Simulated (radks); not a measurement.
The numbers below are computed, except where a source is named.
Species: Ca XI. Configuration: [Ne] (the NIST ground configuration).

Code: a radial shooting solver on a logarithmic mesh with Libxc functionals. Model: non-relativistic Kohn-Sham, Slater X-alpha with alpha = 0.687, spin-polarised, spherical densities, point nucleus.

Energy parts (hartree):
total: -638.71697
kinetic: 638.71697
electron-nucleus: -1422.38886
Hartree: 172.98189
exchange: -28.02696

Orbitals (lengths in bohr, moments of r in powers of bohr; <r^-3> diverges for s and p1/2):
| orbital | occ. | eigenvalue (hartree) | <r^4> | <r^2> | <r^-3> |
|---|---|---|---|---|---|
| 1s | 2 | -152.8239 | 0.0001662 | 0.008055 | - |
| 2s | 2 | -23.18607 | 0.04161 | 0.1547 | - |
| 2p | 6 | -20.50957 | 0.03294 | 0.1275 | 189.9 |

The highest occupied level is 2p at -558.09 eV. The electron density at the nucleus is 5259 e/bohr^3. Virial ratio -V/T = 2.00000.
